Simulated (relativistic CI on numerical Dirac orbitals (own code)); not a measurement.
**Line list: Electric-dipole lines, Hf31+**

Computed by Dirac-Coulomb-Breit CI, KLI orbitals optimised for each configuration, a model potential for QED, unscaled Slater integrals (own radial code, finite nucleus).

CI space (outside the closed core [Ar] 3d10): 4s2.4p6.4d5, 4s2.4p5.4d6, 4s2.4p6.4d4.4f, 4s.4p6.4d5.4f, 4p6.4d7, 4p5.4d8, 4s2.4p6.4d3.5s2, 4s2.4p6.4d2.4f.5s2, 4s.4p6.4d3.4f.5s2. Double excitations out of closed p, d and f shells are left out; levels of such configurations are missing from the list, as are those of other unlisted configurations, and high levels can miss mixing partners.

```tsv
λ vac (Å)	Lower	Upper	A (s⁻¹)	E lower (eV)	E upper (eV)
63.281	4s2.4p6.4d5 4G_7/2 [3]	4s2.4p6.4d4.4f 2H°_9/2 [190]	1.54e+10	15.261	211.186
64.056	4s2.4p6.4d5 6S_5/2 [2]	4s2.4p6.4d4.4f 2F°_7/2 [147]	2.21e+10	10.283	203.839
64.763	4s2.4p6.4d5 6S_5/2 [2]	4s2.4p6.4d4.4f 4D°_7/2 [134]	1.54e+10	10.283	201.725
66.100	4s2.4p6.4d5 4G_11/2 [5]	4s2.4p6.4d4.4f 4L°_13/2 [145]	2.56e+10	16.104	203.674
66.121	4s2.4p6.4d5 4G_11/2 [5]	4s2.4p5.4d6 4F°_9/2 [144]	1.86e+10	16.104	203.615
66.616	4s2.4p6.4d5 4G_11/2 [5]	4s2.4p6.4d4.4f 4H°_11/2 [137]	2.27e+10	16.104	202.221
68.195	4s2.4p6.4d5 4G_9/2 [6]	4s2.4p5.4d6 2F°_7/2 [124]	2.37e+10	17.687	199.494
68.216	4s2.4p6.4d5 4P_5/2 [1]	4s2.4p6.4d4.4f 4G°_5/2 [61]	1.98e+10	0.000	181.752
68.614	4s2.4p6.4d5 2I_13/2 [16]	4s2.4p6.4d4.4f 4I°_11/2 [194]	2.85e+10	31.096	211.794
68.816	4s2.4p6.4d5 4G_9/2 [6]	4s2.4p6.4d4.4f 4H°_7/2 [114]	4.02e+10	17.687	197.854
69.272	4s2.4p6.4d5 4G_9/2 [6]	4s2.4p6.4d4.4f 4H°_7/2 [109]	2.24e+10	17.687	196.670
69.275	4s2.4p6.4d5 4G_11/2 [5]	4s2.4p6.4d4.4f 4F°_9/2 [101]	1.89e+10	16.104	195.078
69.276	4s2.4p6.4d5 4G_7/2 [3]	4s2.4p6.4d4.4f 6D°_5/2 [96]	5.31e+10	15.261	194.233
69.653	4s2.4p6.4d5 4G_11/2 [5]	4s2.4p6.4d4.4f 6H°_9/2 [95]	1.44e+10	16.104	194.105
69.834	4s2.4p6.4d5 4G_11/2 [5]	4s2.4p6.4d4.4f 4K°_11/2 [93]	1.77e+10	16.104	193.644
70.031	4s2.4p6.4d5 2I_11/2 [13]	4s2.4p6.4d4.4f 2H°_9/2 [155]	2.96e+10	28.827	205.868
70.279	4s2.4p6.4d5 4G_9/2 [6]	4s2.4p6.4d4.4f 6H°_9/2 [95]	2.11e+10	17.687	194.105
70.776	4s2.4p6.4d5 6S_5/2 [2]	4s2.4p5.4d6 6P°_3/2 [69]	7.60e+10	10.283	185.463
70.901	4s2.4p6.4d5 4G_9/2 [6]	4s2.4p6.4d4.4f 4H°_7/2 [89]	2.69e+10	17.687	192.556
70.934	4s2.4p6.4d5 2I_11/2 [13]	4s2.4p5.4d6 4F°_9/2 [144]	2.29e+10	28.827	203.615
71.022	4s2.4p6.4d5 6S_5/2 [2]	4s2.4p5.4d6 4D°_5/2 [68]	1.72e+10	10.283	184.855
71.082	4s2.4p6.4d5 2I_13/2 [16]	4s2.4p6.4d4.4f 2H°_11/2 [152]	3.72e+10	31.096	205.521
71.137	4s2.4p6.4d5 4G_11/2 [5]	4s2.4p5.4d6 4F°_9/2 [81]	8.28e+10	16.104	190.393
71.356	4s2.4p6.4d5 4G_9/2 [6]	4s2.4p6.4d4.4f 6H°_7/2 [85]	2.27e+10	17.687	191.442
71.729	4s2.4p6.4d5 4P_5/2 [1]	4s2.4p5.4d6 4D°_7/2 [46]	3.20e+10	0.000	172.852
71.846	4s2.4p6.4d5 4P_5/2 [1]	4s2.4p5.4d6 6P°_3/2 [44]	8.48e+10	0.000	172.570
72.064	4s2.4p6.4d5 4G_9/2 [14]	4s2.4p6.4d4.4f 4D°_7/2 [134]	3.04e+10	29.679	201.725
72.229	4s2.4p6.4d5 4G_9/2 [6]	4s2.4p5.4d6 4G°_9/2 [78]	2.76e+10	17.687	189.341
72.307	4s2.4p6.4d5 6S_5/2 [2]	4s2.4p6.4d4.4f 4G°_5/2 [61]	2.51e+10	10.283	181.752
72.484	4s2.4p6.4d5 2F_7/2 [9]	4s2.4p5.4d6 4F°_5/2 [87]	4.02e+10	20.953	192.004
72.558	4s2.4p6.4d5 4G_7/2 [3]	4s2.4p5.4d6 4F°_7/2 [72]	2.18e+10	15.261	186.138
72.597	4s2.4p6.4d5 4P_5/2 [1]	4s2.4p5.4d6 6P°_5/2 [43]	8.35e+10	0.000	170.784
72.631	4s2.4p6.4d5 4G_11/2 [5]	4s2.4p5.4d6 4G°_11/2 [73]	6.15e+10	16.104	186.809
72.782	4s2.4p6.4d5 2I_11/2 [13]	4s2.4p5.4d6 2I°_11/2 [122]	4.08e+10	28.827	199.176
73.244	4s2.4p6.4d5 4G_7/2 [3]	4s2.4p5.4d6 4G°_7/2 [66]	4.37e+10	15.261	184.536
73.614	4s2.4p6.4d5 6S_5/2 [2]	4s2.4p6.4d4.4f 4G°_5/2 [55]	3.28e+10	10.283	178.708
73.629	4s2.4p6.4d5 2I_13/2 [16]	4s2.4p5.4d6 2I°_13/2 [123]	5.42e+10	31.096	199.487
73.889	4s2.4p6.4d5 2D_5/2 [10]	4s2.4p5.4d6 4F°_5/2 [91]	4.38e+10	25.516	193.315
74.169	4s2.4p6.4d5 4G_9/2 [6]	4s2.4p5.4d6 2G°_9/2 [67]	2.27e+10	17.687	184.852
74.179	4s2.4p6.4d5 4D_3/2 [4]	4s2.4p5.4d6 4F°_5/2 [63]	1.95e+10	15.749	182.891
74.515	4s2.4p6.4d5 4G_11/2 [5]	4s2.4p5.4d6 4H°_13/2 [62]	1.54e+10	16.104	182.492
75.065	4s2.4p6.4d5 6S_5/2 [2]	4s2.4p5.4d6 6D°_7/2 [49]	2.19e+10	10.283	175.452
75.665	4s2.4p6.4d5 4P_5/2 [1]	4s2.4p5.4d6 4D°_7/2 [40]	1.98e+10	0.000	163.859
75.725	4s2.4p6.4d5 4G_9/2 [6]	4s2.4p5.4d6 4H°_11/2 [59]	2.44e+10	17.687	181.416
76.054	4s2.4p6.4d5 4G_7/2 [3]	4s2.4p5.4d6 4H°_9/2 [53]	2.10e+10	15.261	178.282
```

Terms are leading LS components. Brackets give the number of a level in order of energy, since labels repeat. The list gives strong lines, with weight on those to low levels, without lines whose two gauges differ by over a factor of 2.5, among the lowest 200 of 1946 levels, so that lines to higher ones, which can be the strongest, are missing. Levels whose partners in the same complex of configurations lie outside the list can be far off, and so can their lines. Rates are taken at the computed energies, electric ones in the length gauge.

At this charge energies of transitions that change n are usually good to better than 1 %, and those within a shell (Δn = 0) to a few per cent. Terms inside the open d or f shell come out 10 to 20 % too wide with unscaled integrals.

LS names give the leading component of a level, which can be under half, so a name can repeat, a term be missing and a line seem to break the LS rules.
